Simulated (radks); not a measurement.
Pd I, 46 electrons, occupied as [Ar] 3d10 4s1.75 4p6 4d10 5s0.25 (fractional occupations, a model configuration). Method: Dirac Kohn-Sham, PBEsol, spin-unpolarised, spherical densities, finite nucleus; Fermi nuclear charge, rms radius 4.5318 fm; computed with a radial shooting solver on a logarithmic mesh with Libxc functionals.

Spin-orbit splittings of the eigenvalues, e(l+1/2) - e(l-1/2), with zeta = 2 splitting/(2l+1) and mean radii in bohr:

shell  occ.  splitting (eV)  zeta (eV)  <r> j=l-1/2  <r> j=l+1/2
2p        6           159.3      106.2       0.1172       0.1221
3p        6           27.76      18.51       0.3714       0.3822
3d       10           5.538      2.215       0.3557       0.3592
4p        6           4.475      2.983        1.020        1.052
4d       10          0.4516     0.1807        1.532        1.565
